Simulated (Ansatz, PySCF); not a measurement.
difluoro(fluorosilyl)silane (F3H3Si2), SMILES [SiH]([SiH2]F)(F)F. Atoms are numbered in the order given.

```xyz
8

Si     1.3839    -0.1047    -0.2639
F      2.0924     0.5843     1.0365
Si    -0.8979    -0.2592     0.1846
F     -1.5679    -1.0650    -1.0552
F     -1.5379     1.2300     0.1953
H      1.6304     0.7433    -1.4599
H      1.9729    -1.4563    -0.4633
H     -1.2873    -0.9364     1.4440
```
Charge 0, spin multiplicity 1.

Coordinates come from a ωB97X-D3(BJ)/def2-SVP optimisation. One conformer was computed; it need not be the lowest.

Vertical ionisation energy (IE) and electron affinity (EA) in eV. Rows of orbital energies are one-electron estimates. Where ΔSCF, EOM or ADC give a negative EA the extra electron is unbound and the value depends on the basis.

| level | IE | EA |
|---|---|---|
| −ε(HOMO), −ε(LUMO), HF/def2-TZVP (PySCF) | 11.94 | -1.92 |
| −ε(HOMO), −ε(LUMO), PBE/def2-TZVP (PySCF) | 7.43 | 2.20 |
| ΔSCF, CAM-B3LYP/def2-SVPD (Ansatz), final states of multiplicity 2 and 2 | 11.24 | -0.47 |
| ΔSCF, PBE/def2-SVPD (Ansatz), final states of multiplicity 2 and 2 | 10.62 | -0.23 |

Problem. What vertical singlet–triplet gap does ΔSCF give with CAM-B3LYP/def2-SVPD (Ansatz, an electronic-structure program) and with PBE/def2-SVPD (Ansatz)? (Estimate from the structure and the level; the computed values follow.)

Solution. 5.65 and 4.95 eV (triplet above singlet where positive).
